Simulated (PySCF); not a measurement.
A side-by-side comparison of computed properties.

First species: fluorothioborine, BFS.
InChI=1S/BFS/c2-1-3

Second species: C₅H₃ClOS.
InChI=1S/C5H3ClOS/c6-5(7)4-2-1-3-8-4/h1-3H

Levels: CAM-B3LYP/def2-SVPD for dipole moment, HOMO energy, LUMO energy, HOMO–LUMO gap, static isotropic polarisability and electronic spatial extent ⟨r²⟩ about the centre of nuclear charge; TDDFT CAM-B3LYP/def2-SVPD for lowest singlet excitation; PBE0-D3(BJ)/def2-SVP for smallest rotational constant. Geometries: PBE0-D3(BJ)/def2-SVP. Each structure is a single optimised conformer of the isolated species, non-relativistic unless stated. Electronic properties by PySCF.

Dipoles, sizes and rotational constants follow the conformer. The torsions of the flexible species, by atom-mapped SMILES:
- `[O:1]=[C:2]([Cl:3])[c:4]1[cH:5][cH:6][cH:7][s:8]1`: O1–C2–C4–C5 179°

| property | column X | column Y |
| --- | --- | --- |
| dipole moment | 1.16 D | 4.28 D |
| HOMO energy | -9.75 eV | -8.98 eV |
| LUMO energy | 0.21 eV | -1.38 eV |
| HOMO–LUMO gap | 9.96 eV | 7.60 eV |
| lowest singlet excitation | 5.84 eV | 4.75 eV |
| static isotropic polarisability | 34.0 au | 93.8 au |
| electronic spatial extent ⟨r²⟩ about the centre of nuclear charge | 230 bohr² | 1338 bohr² |
| smallest rotational constant | 4.929 GHz | 0.777 GHz |

(1) Which column belongs to which species?

(2) How does each property change from the first species to the second?

Answers

(1) Column X is the first species and column Y the second. The first has 3 atoms and 30 electrons, the second 11 and 74.

(2) dipole moment +3.12 D; HOMO energy +0.77 eV; LUMO energy -1.59 eV; HOMO–LUMO gap -2.36 eV; lowest singlet excitation -1.09 eV; static isotropic polarisability +59.8 au; electronic spatial extent ⟨r²⟩ about the centre of nuclear charge +1108 bohr²; smallest rotational constant -4.152 GHz.

On the first: S1 lies 4.12 eV below the HOMO–LUMO gap. In atomic units the dipole is 0.46 e·bohr (1 au = 2.5417 D).

On the second: The polarisability is 13.90 Å³ as a volume (1 au = 0.148185 Å³), or 1.27 au for each of the 74 electrons. In wavenumbers S1 is 38300 cm⁻¹ (1 eV = 8065.54 cm⁻¹).
